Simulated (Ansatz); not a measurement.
`F[SiH](F)[GeH3]` + HCl → `F[SiH](Cl)[GeH3]` + H–F at 400 K and 1 bar (ligand exchange at the Si–F bond).

Isolated molecules relaxed with PBE0-D4/def2-TZVP in Ansatz; ΔE leaves out vibrations. CCSD(T)/CBS is the MP2 limit (def2-TZVPP, def2-QZVPP) plus CCSD(T) − MP2 in def2-TZVPP, frozen cores. This one scheme is used for every species. For Ge outer-core shells are correlated without core-valence functions, which leaves a few kJ/mol of doubt a bond. Scalar relativity is left out up to krypton.

| species | CCSD(T)/CBS energy (Eh) | H − E (kJ/mol) | S (J/(mol·K)) |
| --- | --- | --- | --- |
| `F[SiH](F)[GeH3]` | -2567.30741 | 130.8 | 376.4 |
| HCl | -460.38127 | 29.6 | 195.4 |
| `F[SiH](Cl)[GeH3]` | -2927.27769 | 128.8 | 389.3 |
| H–F | -100.39570 | 36.5 | 182.2 |

H − E and S are ideal-gas, rigid-rotor, harmonic terms from PBE0-D4/def2-TZVP, for one conformer and one mirror image of each species. 1 Eh = 2625.50 kJ/mol, R = 8.31446 J/(mol·K).

Task: By hand: ΔE, ΔH, ΔS and ΔG.

Result: ΔE = (-2927.27769) + (-100.39570) − (-2567.30741) − (-460.38127) = 0.01529 Eh = 40.1 kJ/mol. Δ(H − E) = 128.8 + 36.5 − 130.8 − 29.6 = 4.9, so ΔH = 45.0 kJ/mol. ΔS = 389.3 + 182.2 − 376.4 − 195.4 = -0.3 J/(mol·K). ΔG = 45.0 − 400 × (-0.3)/1000 = 45.1 kJ/mol.

Task: By hand: the equilibrium constant, and the temperature at which ΔG would vanish if ΔH and ΔS stayed fixed.

Result: log₁₀ K = −ΔG/(RT ln 10) = -5.9. ΔH and −TΔS have one sign here, so there is no such temperature.

The number of gas molecules stays the same, so ΔS is small and ΔH decides. A doubt of 5 kJ/mol in ΔE shifts log₁₀ K by 0.7 here. Other conformers and mirror images would add mixing entropy, several J/(mol·K) or more a flexible species. These are equilibria of isolated gas molecules and say nothing of rates. Largest T1 diagnostic: 0.012 (customary marks: 0.02 for closed shells, 0.045 for open ones).

ΔS is within the doubt of such terms, so its sign, and with it that verdict, could turn.
